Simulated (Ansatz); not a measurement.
AlPH₃F₃⁺, that is Al(PF3)H3 with one electron fewer. Total charge 1; doublet. Geometry PBE0-D4/def2-SVP, that of the neutral singlet; atoms count from 1.

```
atom   x (Å)   y (Å)   z (Å)
 Al1   0.638  -0.836   1.065
  P2  -0.425   0.563  -0.724
  F3  -0.105   0.240  -2.233
  F4  -0.138   2.112  -0.721
  F5  -1.999   0.589  -0.791
  H6  -0.038   0.013   2.236
  H7   2.128  -0.498   0.604
  H8  -0.060  -2.182   0.565
```

Q: Estimate the Mulliken populations from the PBE0/def2-TZVP orbitals of Ansatz.

A: 
| atom | charge (e) | spin (α − β) |
| --- | --- | --- |
| Al1 | 0.37 | 0.21 |
| P2 | 0.79 | 0.00 |
| F3 | -0.15 | 0.00 |
| F4 | -0.15 | 0.00 |
| F5 | -0.15 | 0.00 |
| H6 | 0.06 | 0.17 |
| H7 | 0.19 | 0.45 |
| H8 | 0.06 | 0.16 |
Mulliken values depend strongly on the basis.

Q: Where does the spin sit?

A: Summed by element: Al 0.21, P 0.00, F 0.01, H 0.78, of 1 unpaired in all. Largest on single atoms: H7 0.45, Al1 0.21, H6 0.17.

Q: And the Mayer bond orders between heavy atoms (over 0.3)?

A: Al1–P2 0.56 (2.51 Å); P2–F3 1.22 (1.58 Å); P2–F4 1.22 (1.58 Å); P2–F5 1.23 (1.58 Å).
